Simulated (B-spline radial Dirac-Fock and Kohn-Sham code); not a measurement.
# Photoionisation of ruthenium ions at Cr Kα (5414.7 eV)

Calculated with a radial finite-basis atomic code, using the independent-particle Dirac-Slater model, thresholds from Dirac-Fock. Cross sections in kb; a dash marks an empty subshell or a threshold above the photon energy.

```tsv
ion	configuration	total	2p1/2	2p3/2	3d3/2	4p1/2	4d3/2
Ru²⁺	[Kr] 4d6	84.23	18.8	33.8	0.900	0.403	0.0551
Ru³⁺	[Kr] 4d5	84.26	18.8	33.8	0.901	0.413	0.0506
Ru⁵⁺	[Kr] 4d3	84.35	18.8	33.8	0.903	0.437	0.0363
```
